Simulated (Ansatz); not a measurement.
C$_{2}$H$_{4}$BF$_{3}$O (`BOCC(F)(F)F`), 11 atoms. Total charge 0; spin multiplicity 1. All runs use 4 threads of an Arm Neoverse V2 on a shared host. Correlated methods freeze the cores.

(1) Give the basis size and wall time and peak host memory of each of these runs in Ansatz. RKS HSE06 (plane-wave form)-D4/def2-TZVPP energy; RKS PBE0-D4/def2-SVP energy; RHF-CCSD(T)/def2-SVP energy; RHF-CCSD(T)/def2-TZVPP energy; RHF-MP2/def2-QZVPP energy; RKS PBE0-D4/def2-TZVP relaxation (15 steps); RKS PBE0-D4/def2-QZVPP energy; RKS revPBE-D4/def2-TZVPP energy; RKS ωB97M-V/def2-QZVPP energy; RKS PBE0-D4/def2-TZVP frequencies; RKS r2SCAN-D4/def2-TZVPP energy and forces; RKS ωB97M-V/def2-SVP energy. (Estimate.)

Answers

(1) The calculation gave: Other jobs shared the machine, so times are rough.

```json
{"level": "RKS PBE0-D4/def2-SVP", "job": "energy", "functions": "118", "wall time": "1.4 s", "peak host memory (GiB)": "0.5"}
{"level": "RKS revPBE-D4/def2-TZVPP", "job": "energy", "functions": "273", "wall time": "2.5 s", "peak host memory (GiB)": "0.36"}
{"level": "RKS ωB97M-V/def2-SVP", "job": "energy", "functions": "118", "wall time": "5.5 s", "peak host memory (GiB)": "0.5"}
{"level": "RKS HSE06 (plane-wave form)-D4/def2-TZVPP", "job": "energy", "functions": "273", "wall time": "6.5 s", "peak host memory (GiB)": "0.74"}
{"level": "RKS r2SCAN-D4/def2-TZVPP", "job": "energy and forces", "functions": "273", "wall time": "6.5 s", "peak host memory (GiB)": "0.39"}
{"level": "RKS PBE0-D4/def2-QZVPP", "job": "energy", "functions": "519", "wall time": "10 s", "peak host memory (GiB)": "1.9"}
{"level": "RHF-CCSD(T)/def2-SVP", "job": "energy", "functions": "118", "wall time": "16 s", "peak host memory (GiB)": "0.79"}
{"level": "RKS ωB97M-V/def2-QZVPP", "job": "energy", "functions": "519", "wall time": "23 s", "peak host memory (GiB)": "2.3"}
{"level": "RHF-MP2/def2-QZVPP", "job": "energy", "functions": "519", "wall time": "33 s", "peak host memory (GiB)": "3.8"}
{"level": "RKS PBE0-D4/def2-TZVP", "job": "relaxation (15 steps)", "functions": "241", "wall time": "73 s", "peak host memory (GiB)": "0.69"}
{"level": "RKS PBE0-D4/def2-TZVP", "job": "frequencies", "functions": "241", "wall time": "3.8 min", "peak host memory (GiB)": "0.69"}
{"level": "RHF-CCSD(T)/def2-TZVPP", "job": "energy", "functions": "273", "wall time": "8.4 min", "peak host memory (GiB)": "8.5"}
```
